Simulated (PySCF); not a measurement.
C4H11In, SMILES [CH3][In]([CH3])[CH2]C.

Geometry: PBE0-D3(BJ)/def2-SVP. The isomer is the one that the SMILES or the coordinates give; other isomers of the formula were not compared. The def2 effective core potentials stand for the cores of In; spin–orbit coupling is left out. Other conformers were not sampled.

Two levels are set side by side: PBE/def2-TZVP (PySCF) and ωB97X/def2-TZVP (PySCF). Same geometry, gas phase. Differences are taken from unrounded values.

```json
[
 {"quantity": "orbital gap (eV)", "PBE": "3.88"},
 {"quantity": "highest occupied level (eV)", "PBE": "-5.49"},
 {"quantity": "lowest empty level (eV)", "PBE": "-1.61"},
 {"quantity": "dipole moment (D)", "PBE": "0.16"},
 {"quantity": "mean polarisability (bohr³)", "PBE": "92.2"}
]
```

Problem. These are the PBE values. What does ωB97X give? (The exact figures need the calculation; the answer reports its results.)

Solution. 
```tsv
quantity	ωB97X	PBE minus ωB97X
orbital gap (eV)	9.69	-5.81
highest occupied level (eV)	-8.87	3.38
lowest empty level (eV)	0.82	-2.43
dipole moment (D)	0.17	-0.01
mean polarisability (bohr³)	87.2	4.9
```

PBE's occupied levels lie high since its potential decays too fast outside the molecule; exact exchange lowers them and widens the gap. Loosely held outer electrons make PBE densities more polarisable. Differences between two approximate levels are no errors against the true value.

Rough cost on one machine, each run with all the roots and properties that it gave: ωB97X against PBE within a factor of 2.
